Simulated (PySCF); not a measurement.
Precursor series Cd OH-NH2. Gas-phase values, no solvent. One relaxed conformer stands for each flexible species; it need not be the lowest.

Method: B3LYP-D3(BJ)/def2-TZVP // r2SCAN-D4/def2-SVP (PySCF). All candidates: neutral, multiplicity 1. B3LYP has the VWN-RPA correlation part, as in Gaussian. 

- HOMO: -6.92 eV
- HOMO–LUMO gap: 5.53 eV
- LUMO: -1.38 eV

Problem. Identify which member has these values.
(A) [Cd(OH)2]
(B) [Cd(NH2)2]
(C) [Cd(OH)(NH2)]

Solution. C, [Cd(OH)(NH2)]. The others give [Cd(NH2)2]: -6.45 eV, 5.51 eV, -0.94 eV; [Cd(OH)2]: -7.83 eV, 6.01 eV, -1.83 eV
